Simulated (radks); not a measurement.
Au, configuration [Xe] 4f14 5d10 6s1. Method: Dirac Kohn-Sham, PBE, spin-unpolarised, spherical densities, point nucleus; speed of light set to 205.554 atomic units (1.5 times the physical value, a model run); computed with a radial shooting solver on a logarithmic mesh with Libxc functionals.

Radial electron density D(r) = 4 pi r^2 rho(r):

```
   r/bohr * D(r) (the largest magnitude, 143, reaches the edge; | marks zero)
 0.000883 | *
 0.001036 | *
 0.001216 |  *
 0.001438 |   *
 0.001688 |    *
 0.001981 |      *
 0.002343 |        *
  0.00275 |          *
 0.003227 |             *
 0.003787 |                *
  0.00448 |                    *
 0.005257 |                        *
 0.006169 |                            *
 0.007298 |                                *
 0.008564 |                                    *
  0.01005 |                                      *
  0.01189 |                                        *
  0.01395 |                                        *
  0.01637 |                                       *
  0.01937 |                                     *
  0.02273 |                                    *
  0.02667 |                                     *
  0.03155 |                                       *
  0.03702 |                                            *
  0.04345 |                                                  *
  0.05139 |                                                      *
  0.06031 |                                                      *
  0.07078 |                                                  *
  0.08372 |                                              *
  0.09825 |                                            *
   0.1153 |                                              *
   0.1353 |                                                  *
   0.1601 |                                                  *
   0.1878 |                                            *
   0.2204 |                                  *
   0.2607 |                            *
    0.306 |                             *
   0.3591 |                                 *
   0.4248 |                                *
   0.4985 |                         *
    0.585 |                 *
    0.692 |          *
    0.812 |        *
   0.9529 |       *
    1.127 |      *
    1.323 |    *
    1.552 |   *
    1.836 | *
    2.155 |*
    2.529 |*
    2.992 *
    3.511 *
     4.12 *
    4.835 *
    5.719 *
    6.711 *
    7.876 *
    9.316 *
    10.93 *
```

D(r) has 4 maxima, at r = 0.0131, 0.0561, 0.149, 0.383 bohr, and minima at 0.0238, 0.0975, 0.271 bohr, inside which lie 1.97, 11.27, 30.21 electrons.
